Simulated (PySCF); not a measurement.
Al(Me)(H) (CH4Al), SMILES [AlH+][CH3], charge +1.

Coordinates come from a PBE0-D3(BJ)/def2-TZVP optimisation. The spin state was assumed, not searched. The isomer is the one that the SMILES or the coordinates give; other isomers of the formula were not compared.

All values below come from PySCF with HF/def2-TZVPD.

Symmetry labels are those of the subgroup Cs that the program uses (full group C3v).

Q: List the valence orbital energies around the gap with their symmetry. (The exact figures need the calculation; the answer reports its results.)

A: 
| orbital | symmetry | energy (eV) |
|---|---|---|
| HOMO−7 | A' | -94.87 |
| HOMO−6 | A" | -94.87 |
| HOMO−5 | A' | -94.79 |
| HOMO−4 | A' | -31.09 |
| HOMO−3 | A' | -20.80 |
| HOMO−2 | A' | -20.70 |
| HOMO−1 | A" | -20.70 |
| HOMO | A' | -17.85 |
| LUMO | A' | -4.42 |
| LUMO+1 | A" | -4.42 |
| LUMO+2 | A' | -3.82 |
| LUMO+3 | A' | -2.01 |
